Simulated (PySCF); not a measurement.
CH6ClFSi3, SMILES F[Si@]1(Cl)C[SiH2][SiH2]1.

The structure is a stationary point at PBE-D3(BJ)/def2-SVP. The structure was generated by enumeration; whether it is a known compound was not checked.

Method: TDA-B3LYP/def2-SVPD (PySCF 2.14.0).

Vertical excitations. 

Computed excitation energies, oscillator strengths and character:
```tsv
state	energy (eV)	λ (nm)	f	main pairs
S1	5.11	243	0.009	HOMO→LUMO 97 %
S2	6.08	204	0.010	HOMO−1→LUMO 93 %
S3	6.23	199	0.140	HOMO→LUMO+1 71 %
S4	6.44	193	0.130	HOMO→LUMO+2 77 %
S5	6.44	192	0.060	HOMO−2→LUMO 77 %
S6	6.51	191	0.087	HOMO→LUMO+3 82 %
S7	6.74	184	0.010	HOMO→LUMO+4 94 %
S8	6.82	182	0.036	HOMO−1→LUMO+1 50 %, HOMO−1→LUMO+2 39 %
S9	6.91	180	0.040	HOMO−1→LUMO+2 45 %, HOMO−1→LUMO+1 43 %
S10	7.17	173	0.008	HOMO−3→LUMO 90 %
T1	4.58	271	0	HOMO→LUMO 98 %
T2	5.34	232	0	HOMO→LUMO+1 55 %, HOMO→LUMO+2 35 %
T3	5.43	228	0	HOMO−1→LUMO 60 %, HOMO→LUMO+1 23 %
T4	5.48	226	0	HOMO→LUMO+2 52 %, HOMO−1→LUMO 25 %, HOMO→LUMO+1 17 %
```
Triplets are in the Tamm–Dancoff approximation.
